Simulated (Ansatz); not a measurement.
**Nudged elastic band run: CH8AlBGe**

The input (input.yaml):

```yaml
crystal:
  periodic: [false, false, false]
  atoms:
    - { symbol: C, position_ang: [-0.54777, 1.750527, -0.491682] }
    - { symbol: Ge, position_ang: [-0.024828, 0.732294, 1.1024] }
    - { symbol: B, position_ang: [0.590707, -1.212387, 0.762768] }
    - { symbol: Al, position_ang: [0.42382, -2.271926, -1.053214] }
    - { symbol: H, position_ang: [0.297124, 1.834653, -1.191945] }
    - { symbol: H, position_ang: [-0.868839, 2.765984, -0.216559] }
    - { symbol: H, position_ang: [-1.383202, 1.25429, -1.009407] }
    - { symbol: H, position_ang: [-1.245975, 0.650953, 2.055996] }
    - { symbol: H, position_ang: [1.070932, 1.521638, 1.860139] }
    - { symbol: H, position_ang: [1.057964, -1.737936, 1.754127] }
    - { symbol: H, position_ang: [-0.895592, -3.100284, -1.406877] }
    - { symbol: H, position_ang: [1.60256, -2.242908, -2.131645] }
basis:
  gaussian: { orbitals: def2-SVP }
hamiltonian:
  xc: pbe0
neb:
  order_check: false
  images: 5
  f_tol: 0.05
  max_iterations: 60
  final_atoms:
    - { symbol: C, position_ang: [-0.59520527, 2.27166719, -0.12179724] }
    - { symbol: Ge, position_ang: [-0.15385844, 0.55312329, 0.71685638] }
    - { symbol: B, position_ang: [0.73686702, -0.82481137, -0.53992656] }
    - { symbol: Al, position_ang: [0.46998592, -2.91269684, -0.40190518] }
    - { symbol: H, position_ang: [0.29926677, 2.70156293, -0.59541204] }
    - { symbol: H, position_ang: [-0.97269011, 2.9781106, 0.63148136] }
    - { symbol: H, position_ang: [-1.36848372, 2.13720019, -0.89217208] }
    - { symbol: H, position_ang: [-1.4117125, 0.01201311, 1.43957423] }
    - { symbol: H, position_ang: [0.90338102, 0.79935674, 1.82831641] }
    - { symbol: H, position_ang: [1.48217544, -0.32642972, -1.35987916] }
    - { symbol: H, position_ang: [-0.66923194, -3.6400605, -1.25493621] }
    - { symbol: H, position_ang: [1.35640682, -3.80413762, 0.58390109] }
  initial_path:
    images:
      - { positions_ang: [[-0.54777, 1.750527, -0.491682], [-0.024828, 0.732294, 1.1024], [0.590707, -1.212387, 0.762768], [0.42382, -2.271926, -1.053214], [0.297124, 1.834653, -1.191945], [-0.868839, 2.765984, -0.216559], [-1.383202, 1.25429, -1.009407], [-1.245975, 0.650953, 2.055996], [1.070932, 1.521638, 1.860139], [1.057964, -1.737936, 1.754127], [-0.895592, -3.100284, -1.406877], [1.60256, -2.242908, -2.131645]] }
      - { positions_ang: [[-0.52760367, 1.74283886, -0.47239345], [-0.08613034, 0.73979167, 1.12680988], [0.70132253, -1.08627951, 0.75164148], [0.40957402, -2.25300307, -0.91480244], [0.34226583, 1.92508534, -1.09150039], [-0.9694639, 2.73250248, -0.21662154], [-1.26493644, 1.21232177, -1.06731576], [-1.3359732, 0.52847131, 1.95465904], [0.88679914, 1.5738295, 1.99091843], [1.4088082, -1.77334221, 1.09969246], [-0.96975527, -2.7434123, -1.38099056], [1.48199409, -2.65390584, -1.74599615]] }
      - { positions_ang: [[-0.50743734, 1.73515072, -0.4531049], [-0.14743269, 0.74728934, 1.15121976], [0.81193806, -0.96017202, 0.74051496], [0.39532805, -2.23408013, -0.77639088], [0.38740767, 2.01551768, -0.99105578], [-1.07008879, 2.69902095, -0.21668408], [-1.14667088, 1.17035355, -1.12522453], [-1.4259714, 0.40598963, 1.85332207], [0.70266628, 1.626021, 2.12169786], [1.7596524, -1.80874843, 0.44525792], [-1.04391854, -2.3865406, -1.35510412], [1.36142818, -3.06490368, -1.3603473]] }
      - { positions_ang: [[-0.48727102, 1.72746258, -0.43381635], [-0.20873503, 0.75478701, 1.17562964], [0.92255359, -0.83406453, 0.72938845], [0.38108207, -2.2151572, -0.63797931], [0.4325495, 2.10595002, -0.89061117], [-1.17071369, 2.66553943, -0.21674662], [-1.02840532, 1.12838532, -1.18313329], [-1.51596959, 0.28350794, 1.75198511], [0.51853343, 1.6782125, 2.25247729], [2.11049661, -1.84415464, -0.20917662], [-1.11808181, -2.0296689, -1.32921767], [1.24086227, -3.47590152, -0.97469845]] }
      - { positions_ang: [[-0.5232491, 1.90886411, -0.32980998], [-0.19044283, 0.68756577, 1.02270522], [0.86065806, -0.83098014, 0.30628344], [0.41071669, -2.44767041, -0.55928793], [0.38812192, 2.30448766, -0.79221146], [-1.10470583, 2.76972982, 0.06599604], [-1.14176479, 1.46465694, -1.08614622], [-1.48121723, 0.19300967, 1.64784815], [0.64681596, 1.38526058, 2.11109033], [1.90105622, -1.33824633, -0.59274413], [-0.96846519, -2.5664661, -1.30445719], [1.27937712, -3.58531355, -0.45516527]] }
      - { positions_ang: [[-0.55922719, 2.09026565, -0.22580361], [-0.17215064, 0.62034453, 0.8697808], [0.79876254, -0.82789576, -0.11682156], [0.4403513, -2.68018363, -0.48059656], [0.34369435, 2.50302529, -0.69381175], [-1.03869797, 2.87392021, 0.3487387], [-1.25512425, 1.80092857, -0.98915915], [-1.44646487, 0.10251139, 1.54371119], [0.77509849, 1.09230866, 1.96970337], [1.69161583, -0.83233802, -0.97631165], [-0.81884856, -3.1032633, -1.2796967], [1.31789197, -3.69472559, 0.06436791]] }
      - { positions_ang: [[-0.59520527, 2.27166719, -0.12179724], [-0.15385844, 0.55312329, 0.71685638], [0.73686702, -0.82481137, -0.53992656], [0.46998592, -2.91269684, -0.40190518], [0.29926677, 2.70156293, -0.59541204], [-0.97269011, 2.9781106, 0.63148136], [-1.36848372, 2.13720019, -0.89217208], [-1.4117125, 0.01201311, 1.43957423], [0.90338102, 0.79935674, 1.82831641], [1.48217544, -0.32642972, -1.35987916], [-0.66923194, -3.6400605, -1.25493621], [1.35640682, -3.80413762, 0.58390109]] }
```

Launched with:

```bash
$ ansatz run input.yaml --threads 2 --pin off --max-ram 3072MiB --backend cpu --events-out ev --progress --plain --runs-dir out
```

Output, in part (warnings, iteration lines, the closing report on the highest movable image, with atoms numbered from 0):

```
NEB end point (image 0): max|allowed force component| = 1.938e-2 eV/Å (the criterion of neb.relax_end_points is 1.000e-2)
NEB end point (image 6): max|allowed force component| = 1.269e-2 eV/Å (the criterion of neb.relax_end_points is 1.000e-2)
NEB iter   1: max|band force component| = 4.483e0 eV/Å  barrier→ = 3.6732 eV  barrier← = 3.6763 eV  Δτ_max = 0.2000 Å  (190 SCF iters)
NEB iter   2: max|band force component| = 2.644e0 eV/Å  barrier→ = 2.1312 eV  barrier← = 2.1343 eV  Δτ_max = 0.2000 Å  (148 SCF iters)
NEB iter   3: max|band force component| = 1.563e0 eV/Å  barrier→ = 1.1930 eV  barrier← = 1.1961 eV  Δτ_max = 0.2000 Å  (146 SCF iters)
NEB iter   4: max|band force component| = 1.934e0 eV/Å  barrier→ = 0.7985 eV  barrier← = 0.8016 eV  Δτ_max = 0.1001 Å  (141 SCF iters)
NEB iter   5: max|band force component| = 7.285e-1 eV/Å  barrier→ = 0.5700 eV  barrier← = 0.5732 eV  Δτ_max = 0.1987 Å  (135 SCF iters)
NEB iter   6: max|band force component| = 5.422e-1 eV/Å  barrier→ = 0.3384 eV  barrier← = 0.3416 eV  CI = image 3  Δτ_max = 0.1999 Å  (137 SCF iters)
NEB iter   7: max|band force component| = 4.499e-1 eV/Å  barrier→ = 0.2230 eV  barrier← = 0.2261 eV  CI = image 2  Δτ_max = 0.1962 Å  (137 SCF iters)
NEB iter   8: max|band force component| = 2.888e-1 eV/Å  barrier→ = 0.2186 eV  barrier← = 0.2217 eV  CI = image 2  Δτ_max = 0.2000 Å  (136 SCF iters)
NEB iter   9: max|band force component| = 4.037e-1 eV/Å  barrier→ = 0.2273 eV  barrier← = 0.2304 eV  CI = image 2  Δτ_max = 0.0827 Å  (134 SCF iters)
NEB iter  10: max|band force component| = 1.432e-1 eV/Å  barrier→ = 0.2114 eV  barrier← = 0.2145 eV  CI = image 2  Δτ_max = 0.0816 Å  (132 SCF iters)
NEB iter  11: max|band force component| = 5.828e-2 eV/Å  barrier→ = 0.2096 eV  barrier← = 0.2127 eV  CI = image 2  Δτ_max = 0.0341 Å  (127 SCF iters)
NEB iter  12: max|band force component| = 4.660e-2 eV/Å  barrier→ = 0.2089 eV  barrier← = 0.2120 eV  CI = image 2  Δτ_max = 0.0000 Å  (261 SCF iters)
Total energy: -64933.70370319 eV, -2386.2695974471 hartree
Atom 0 at    -0.599858     1.754241    -0.460913 Å, force    -0.000973    -0.000933     0.011500 eV/Å
Atom 1 at     0.016788     0.720913     1.093315 Å, force    -0.000824     0.008435     0.010201 eV/Å
Atom 2 at     1.036536    -0.995637     0.582152 Å, force     0.004892    -0.007961    -0.007372 eV/Å
Atom 3 at     0.280964    -2.332040    -0.941372 Å, force     0.009464    -0.010779    -0.008040 eV/Å
Atom 4 at     0.255510     2.179330    -1.005931 Å, force    -0.001131    -0.003798    -0.003226 eV/Å
Atom 5 at    -1.245120     2.581479    -0.132040 Å, force     0.001681    -0.004759    -0.000023 eV/Å
Atom 6 at    -1.171756     1.111606    -1.145872 Å, force    -0.002268    -0.001492    -0.004882 eV/Å
Atom 7 at    -1.245286     0.212427     1.847286 Å, force     0.005375     0.004810     0.002903 eV/Å
Atom 8 at     0.755928     1.671203     2.064279 Å, force     0.002686     0.004822    -0.001612 eV/Å
Atom 9 at     2.043148    -1.273286     1.199520 Å, force    -0.017119     0.006590     0.003425 eV/Å
Atom 10 at    -1.047186    -1.974668    -1.755110 Å, force    -0.000840     0.004696    -0.003450 eV/Å
Atom 11 at     0.997234    -3.710669    -1.311214 Å, force    -0.000943     0.000371     0.000577 eV/Å
Dipole moment:     0.068150     0.090118    -0.042214 e Å
```

The forces met the threshold. A vibrational analysis at the climbing image gives one clearly imaginary mode, 202i cm⁻¹: a first-order saddle point.

Final band:

| image | path coordinate (Å) | energy (eV) |
| --- | --- | --- |
| 0 | 0.00 | 0.000 |
| 1 | 1.43 | 0.077 |
| 2 | 2.85 | 0.209 |
| 3 | 4.15 | 0.094 |
| 4 | 5.46 | 0.016 |
| 5 | 6.76 | 0.004 |
| 6 | 8.06 | -0.003 |

The run took 3.8 min on 2 threads of Arm Neoverse V1, on a shared host, peak memory 0.29 GiB.
